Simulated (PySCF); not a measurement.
Isomers of C3H10N2Si, one conformer each. Computed with core-valence-separated Tamm–Dancoff BHandHLYP/aug-pcX-1 (pcseg-1 on H, def2-SVPD on Si) in PySCF, non-relativistic, gas phase, PBE0-D3(BJ)/def2-SVP geometry. No empirical shift is added; at this level the pattern usually sits a few eV under experiment.

P. `C[C@H]1CN[SiH2]N1`
Q. `C=N[SiH2]N(C)C`

Main lines, eV (oscillator strength):
1. C K: 282.7 (0.070), 286.2 (0.023), 286.9 (0.058), 287.0 (0.034), 287.0 (0.034); N K: 395.4 (0.056), 399.9 (0.006), 400.3 (0.012), 400.4 (0.010), 400.8 (0.009)
2. C K: 285.2 (0.010), 286.0 (0.029), 286.1 (0.025), 286.3 (0.018), 286.5 (0.022); N K: 399.0 (0.013), 399.0 (0.011), 399.8 (0.014), 399.9 (0.016), 400.7 (0.012)
Listed: the first five lines at most of each edge with a tenth or more of its strongest line's intensity; roots within 0.03 eV on the same or equivalent atoms are summed. Only the lowest roots were sought, and the top ones are left out.

Task: Which spectrum belongs to which isomer?

Result: 1 = Q, 2 = P.
- P: first C line listed at 285.2 eV, hole on the methyl carbon; first N line listed at 399.0 eV, hole on the silicon-bound nitrogen.
- Q: first C line listed at 282.7 eV, hole on the C=N carbon (1s→π*); first N line listed at 395.4 eV, hole on the C=N nitrogen.

Task: What are the ground-state energies of the isomers at BHandHLYP/aug-pcX-1 (pcseg-1 on H, def2-SVPD on Si), relative to the lowest?

Result: P 0.0, Q 107.2 kJ/mol (electronic energies on these geometries, no dispersion or zero-point terms).
